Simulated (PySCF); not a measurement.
Compound: C4H6F3SSi (doublet state).
Numbering: `[F:1][C:2]([F:3])([F:4])[S:5][C@@H:6]1[CH:7][CH2:8][SiH2:9]1` (hydrogens: H10 on C6; H11 on C7; H12, H13 on C8; H14, H15 on Si9)

Cartesian coordinates in Å at the GFN2-xTB level; atoms count from 1:
```xyz
15
C4H6F3SSi angstrom
F      3.521    1.244    0.082
C      2.410    0.541    0.294
F      2.489   -0.552   -0.479
F      2.451    0.107    1.559
S      0.946    1.538   -0.057
C     -0.343    0.324    0.792
C     -0.303   -0.988    0.218
C     -1.301   -0.968   -0.882
Si    -2.037    0.622   -0.081
H     -0.095    0.457    1.840
H      0.295   -1.826    0.531
H     -1.887   -1.884   -0.964
H     -0.847   -0.798   -1.862
H     -2.166    1.837   -0.873
H     -3.137    0.352    0.838
```

The hyperfine couplings belong to this conformer and change with its torsions.

The calculation used UKS B3LYP, pcH-1 on C F H S Si, non-relativistic, mean-field spin-orbit, GIAO in PySCF 2.14.0. Isolated species at its GFN2-xTB geometry (one conformer only). A GFN2-xTB geometry isn't a minimum of the functional, and hyperfine couplings can be far from their values at a DFT geometry. Stability of the SCF solution: not tested.

What are g_iso and the isotropic 13C coupling of C7?

g_iso = 2.00352 and a = +78.65 MHz, or +2.805 mT (Mulliken spin population +0.86). 13C makes up about 1.07 % of the natural element, so this concerns labelled samples or satellites.

Take this nucleus alone (I = 1/2, g_N = 1.4048) with S = 1/2. Where do its 2 lines fall at 3.298 GHz to first order, to second order and exactly?

B0 = hν/(g μB) = 117.610 mT and a/B0 = 0.0238. B(1) = B0 − a·mI, B(2) = B(1) − a²[I(I+1) − mI²]/(2B0); the exact values solve the Breit–Rabi equation, nuclear Zeeman term included.

```csv
mI,first order (mT),second order (mT),exact (mT),exact − first order
−1/2,119.013,118.996,118.996,-0.017
+1/2,116.208,116.191,116.191,-0.017
```

What g and a would be read from the two outer exact lines by first-order rules?

Their midpoint, 117.593 mT, gives an apparent g of 2.00381 (true 2.00352), and their distance over 2I an apparent |a| of 2.805 mT (true 2.805).

What levels remain at zero field?

F = I ± 1/2 = 1 and 0, at a·I/2 = +19.7 MHz and −a(I+1)/2 = -59.0 MHz, that is |a|(I + 1/2) = 78.7 MHz apart; F = 0 lies lower.

Other couplings of abundant isotopes, left aside here: 1 × 1H 138 MHz, 1 × 1H 62 MHz, 1 × 1H 53 MHz, 1 × 1H 35 MHz, 3 × 19F 23 MHz, 1 × 1H 13 MHz, 1 × 1H 2 MHz.

Class means assume fast exchange of nuclei equivalent by connectivity; if that motion is slow, each nucleus keeps its own coupling. The three 19F nuclei of mean +23.1 MHz run from -2.6 to 50.3 MHz in the frozen geometry.

The run took 2.6 min wall (with the writing of density and orbital grids) on one thread, Arm Neoverse V2 (aarch64), shared host with 96 logical CPUs at a one-minute load of 85, and the process peaked at 1.1 GiB of memory.
